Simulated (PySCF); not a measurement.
Species: C5H8N2Si.
Atom-mapped SMILES: `[CH3:1][c:2]1[cH:3][n:4][n:5][cH:6][c:7]1[SiH3:8]`

Cartesian coordinates in Å at the GFN2-xTB level; atoms count from 1:
```
atom  x, y, z in Å
C1     0.1624   -1.8600   -0.1855
C2    -0.5264   -0.5381   -0.2541
C3    -1.8473   -0.4321   -0.7001
N4    -2.5015    0.7077   -0.7795
N5    -1.9194    1.8171   -0.4326
C6    -0.6756    1.8024   -0.0015
C7     0.1043    0.6471    0.1197
Si8    1.8838    0.7303    0.7497
H9    -0.4959   -2.6595   -0.5178
H10    0.4796   -2.0655    0.8361
H11    1.0534   -1.8529   -0.8120
H12   -2.4059   -1.3066   -1.0079
H13   -0.2731    2.7706    0.2644
H14    1.9893   -0.0852    1.9620
H15    2.1935    2.1287    1.0382
H16    2.7712    0.2051   -0.2907
```

NICS = −σ at a ghost point: NICS(0) at the centroid of the ring atoms, NICS(1) 1 Å to either side along the normal of their mean plane, zz for the tensor component along that normal. Level: GIAO PBE0/pcSseg-1 (PySCF, non-relativistic, gas phase) on the GFN2-xTB geometry, one conformer.

Ring bond lengths (Å), with Mayer bond orders in brackets: C2–C3 1.398 (1.32), C3–N4 1.317 (1.53), N4–N5 1.300 (1.31), N5–C6 1.316 (1.53), C6–C7 1.399 (1.35), C7–C2 1.394 (1.38).

Problem. What do the NICS probes read (ppm)?

Solution. 
| ring | type | NICS(0) | NICS(1), two faces | NICS(1)zz, two faces | rms pucker (Å) | centre to ring atoms, mean (Å) |
| --- | --- | --- | --- | --- | --- | --- |
| C2–C3–N4–N5–C6–C7 | 6-membered ring with 2 N; formal bonds all aromatic | -5.2 | -11.4 / -11.4 | -27.8 / -27.8 | 0.00 | 1.35 |

Problem. What can be read from them?

Solution. 
- C2–C3–N4–N5–C6–C7: mean NICS(1)zz -27.8 ppm, shielded, aromatic by this magnetic criterion (flat ring, no four-coordinate atom). NICS(0) lies 6 ppm above the mean NICS(1).

Problem. What does the geometric index give? HOMA takes Krygowski's 1993 parameters.

Solution. 
- C2–C3–N4–N5–C6–C7: HOMA 0.98; the largest term is that of C6–C7, α(R − Ropt)² = 0.03. The geometric and the magnetic index point the same way.

Problem. At the first NICS(1) probe listed for ring C2–C3–N4–N5–C6–C7, 1 Å off the ring, what do the in-plane components average?

Solution. The isotropic value is a third of the trace: (3 × -11.4 − (-27.8))/2 = -3.2 ppm.

Problem. List the ring angles and the Hirshfeld charges of the ring atoms.

Solution. 
- C2–C3–N4–N5–C6–C7: C2 116.7° (+0.022 e), C3 123.7° (+0.005 e), N4 120.0° (-0.106 e), N5 120.1° (-0.114 e), C6 124.4° (+0.009 e), C7 115.3° (-0.090 e); sum 720.0° against 720° for a flat convex ring.

Problem. How shielded are the nuclei of the rings and their hydrogens (means over atoms taken as equivalent)?

Solution. 
```
atoms                          environment  σ isotropic (ppm)  principal values of the symmetric part, first atom (ppm)
   C2          substituted aromatic carbon               39.8                                        -78.9, 15.4, 182.9
   C3  aromatic CH next to a ring nitrogen               31.0                                        -96.6, 53.6, 136.0
   N4               pyridine-type nitrogen             -205.4                                     -646.7, -216.1, 246.6
   N5               pyridine-type nitrogen             -186.7                                     -607.2, -207.5, 254.6
   C6  aromatic CH next to a ring nitrogen               27.6                                       -101.6, 44.9, 139.6
   C7          substituted aromatic carbon               54.3                                        -52.1, 26.8, 188.2
  H12                    aromatic hydrogen              22.27                                          18.4, 19.6, 28.8
  H13                    aromatic hydrogen              22.22                                          18.7, 18.8, 29.1
```
